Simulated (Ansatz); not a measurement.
Consider the cleavage of the Si–Si bond: `Cl[SiH2][SiH]1CO1` + H₂Te → `[TeH][SiH]1CO1` + `[SiH3]Cl`.

Calculated with Ansatz (gas phase, PBE0-D4/def2-TZVP geometries, no zero-point term in ΔE). CCSD(T)/CBS adds triple-zeta CCSD(T) − MP2 to the extrapolated MP2 energy (def2 sets, frozen cores). This one scheme is used for every species. DFT in def2-TZVPP. B3LYP here is the variant with VWN-RPA as its local correlation; programs differ in this. Elements past krypton have def2 core potentials. For Te outer-core shells are correlated without core-valence functions, which leaves a few kJ/mol of doubt a bond. One conformer a species, not always the lowest.

`Cl[SiH2][SiH]1CO1`:

```xyz
10

Cl   -2.758   -1.075   -1.191
Si   -0.813   -1.450   -0.615
Si   -0.125    0.328    0.726
C     1.137    1.495    0.149
O     1.518    0.399    1.039
H    -0.793   -2.748    0.105
H     0.034   -1.538   -1.829
H    -1.025    0.690    1.847
H     1.581    1.422   -0.841
H     1.243    2.475    0.610
```

H₂Te:

```xyz
3

Te   -0.631   -0.006    0.454
H    -0.183    0.820   -0.909
H     0.814   -0.814    0.455
```

`[TeH][SiH]1CO1`:

Cartesian coordinates in Å:
```
Te 1.212 0.835 -2.147
Si -0.041 0.806 -0.025
C -0.661 -0.675 0.797
O 0.566 -0.002 1.287
H 1.466 -0.800 -2.044
H -0.603 2.154 0.214
H -0.465 -1.668 0.398
H -1.474 -0.650 1.520
```

`[SiH3]Cl`:

Z-matrix (Å, degrees):
```
Si
Cl 1 2.054
H 1 1.481 2 108.5
H 1 1.481 2 108.5 3 -120.0
H 1 1.481 2 108.5 3 120.0
```

| level | ΔE (kcal/mol) | difference from CCSD(T)/CBS |
| --- | --- | --- |
| PBE-D4 | -13.8 | 3.2 |
| r2SCAN-D4 | -15.6 | 1.4 |
| PBE0-D4 | -14.8 | 2.2 |
| ωB97X-V | -15.2 | 1.8 |
| B2PLYP | -16.4 | 0.6 |
| PBE | -13.9 | 3.1 |
| PBE0 | -14.9 | 2.1 |
| B3LYP | -15.3 | 1.7 |
| HF/def2-TZVPP | -17.4 | -0.4 |
| MP2/def2-TZVPP | -18.7 | -1.7 |
| CCSD/def2-TZVPP | -15.7 | 1.3 |
| HF/def2-QZVPP | -17.6 | -0.6 |
| SCS-MP2/def2-QZVPP | -18.7 | -1.7 |
| HF/CBS(def2) | -17.6 | -0.6 |
| MP2/CBS(def2) | -20.0 | -3.0 |
| CCSD/CBS(def2) | -17.0 | 0.0 |
| CCSD(T)/CBS | -17.0 | 0 |

Largest T1 diagnostic among the species: 0.014.

From PBE to PBE0 (25 % exact exchange), in def2-TZVPP and without D4, ΔE moves by −1.0 kcal/mol.
